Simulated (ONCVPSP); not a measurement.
# Building the ONCV potential for F (Z = 9) (LDA (Perdew-Zunger), scalar-relativistic).

```json
{"Element": "fluorine", "Generator": "ONCVPSP 4.0.1", "Type": "optimised norm-conserving Vanderbilt (ONCV)", "Functional": "LDA (Perdew-Zunger)", "Relativity": "scalar-relativistic", "Frozen core": "[He]", "Valence charge": "7", "Reference configuration": "2s1.75 2p5.25", "Partial waves": "2s: rc 0.75 bohr, ncon 5, nbas 8, qcut 10 1/bohr, 2 projectors, debl 3.2 Ha; 2p: rc 0.90 bohr, ncon 4, nbas 8, qcut 8.6 1/bohr, 2 projectors, debl 3.5 Ha; d scattering state at 0.03 Ha: rc 0.90 bohr, ncon 4, nbas 8, qcut 12.7 1/bohr, 2 projectors, debl 2.7 Ha", "Local potential": "polynomial inside 0.60 bohr (lpopt 5, dvloc0 0 Ha)", "Core correction": "Teter function, fcfact 3, rcfact 1.05"}
```

All-electron outer shells of the reference configuration (LDA (Perdew-Zunger), scalar-relativistic, ld1.x):

```
shell  level (eV)  outermost node (bohr)  outermost maximum (bohr)
   1s     -659.10                      –                      0.12
   2s      -29.77                   0.24                      0.77
   2p      -11.40                      –                      0.71
```

Calculated quality:

```json
{
 "Cutoffs needed": "215 Ha and 260 Ha (the cutoffs (Ha) at which the residual kinetic energy of the hardest occupied pseudo-wave falls to 1 and 0.1 mHa per electron)",
 "Ghost test": "no bound ghost flagged; no localised positive-energy state flagged",
 "Largest excitation error": "+94 meV (all-electron minus pseudo) for 2s2 2p3, out of 4 test configurations",
 "rms error of d²Exc/dni dnj": "2.71 mHa without and 2.32 mHa with the model core"
}
```

Generation and tests took about 2.6 s on one core of a shared server CPU.
